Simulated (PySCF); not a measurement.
Gas-phase reaction: 2 SnS + 4 F2 ⇌ 2 SnF4 + S2

Method: PySCF energies plus ideal-gas RRHO corrections (1 bar). † marks an energy on the PBE0/def2-TZVP geometry and frequencies; other levels use their own. Open shells (unrestricted): S2 (multiplicity 3); the rest are closed-shell singlets. Sn: scalar-relativistic def2 core potential, no spin-orbit coupling. The harmonic model lacks anharmonicity and excited electronic states, which grow with temperature; levels with a mode under 35 cm⁻¹ are left out.

```json
[
 {"level": "BLYP/def2-TZVP†", "ΔE electronic, kJ": "-2073", "ΔH°(298 K), kJ": "-2064", "ΔS°(298 K), J/K": "-418", "ΔG°(2500 K), kJ": "-1105"},
 {"level": "PBE/def2-TZVP†", "ΔE electronic, kJ": "-2108", "ΔH°(298 K), kJ": "-2100", "ΔS°(298 K), J/K": "-418", "ΔG°(2500 K), kJ": "-1140"},
 {"level": "PBE0/def2-QZVP†", "ΔE electronic, kJ": "-2255", "ΔH°(298 K), kJ": "-2247", "ΔS°(298 K), J/K": "-418", "ΔG°(2500 K), kJ": "-1287"},
 {"level": "PBE0/def2-TZVP", "ΔE electronic, kJ": "-2217", "ΔH°(298 K), kJ": "-2208", "ΔS°(298 K), J/K": "-418", "ΔG°(2500 K), kJ": "-1249"},
 {"level": "ωB97M-V/def2-TZVP†", "ΔE electronic, kJ": "-2252", "ΔH°(298 K), kJ": "-2244", "ΔS°(298 K), J/K": "-418", "ΔG°(2500 K), kJ": "-1285"}
]
```
ΔH° is lowest at PBE0/def2-QZVP† and highest at BLYP/def2-TZVP†. No reference value is set beside these.
